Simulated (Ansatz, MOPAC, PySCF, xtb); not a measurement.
Complex: H2S (SMILES S) (first 3 atoms) with AsH3 (SMILES [AsH3]); geometry from B3LYP-D3(BJ)/def2-TZVP, rigid monomers moved along the line of their centres of mass till S1···As4 is 4.34 Å.
(charge 0, multiplicity 1):
```json
[
 {"atom": "S", "x (Å)": "0.5924", "y (Å)": "0.2536", "z (Å)": "-0.7813"},
 {"atom": "H", "x (Å)": "-0.3709", "y (Å)": "1.0690", "z (Å)": "-0.3243"},
 {"atom": "H", "x (Å)": "-0.2505", "y (Å)": "-0.7879", "z (Å)": "-0.8633"},
 {"atom": "As", "x (Å)": "-0.4263", "y (Å)": "-0.3973", "z (Å)": "3.3898"},
 {"atom": "H", "x (Å)": "0.1288", "y (Å)": "-1.7494", "z (Å)": "2.9611"},
 {"atom": "H", "x (Å)": "-0.4493", "y (Å)": "-0.8050", "z (Å)": "4.8619"},
 {"atom": "H", "x (Å)": "0.9666", "y (Å)": "0.2051", "z (Å)": "3.5108"}
]
```

Monomers are frozen at their geometry in the pair; levels with a basis set take the counterpoise correction.

The state that AM1 reach isn't checked.

Run with Ansatz (Gaussian basis) for Hartree–Fock, density functionals and correlated methods; MOPAC for AM1 (differences of heats of formation); PySCF for the dispersion terms; xtb for the GFN methods. Each number belongs to the level named beside it.

Problem. Estimate the interaction energy that AM1 returns for this input.

Solution. -17 meV

Problem. What interaction energy does GFN1-xTB give?

Solution. -66 meV

Problem. What is the computed interaction energy (B3LYP-D4/def2-TZVPPD)?

Solution. -46 meV

Ansatz is an electronic-structure program.
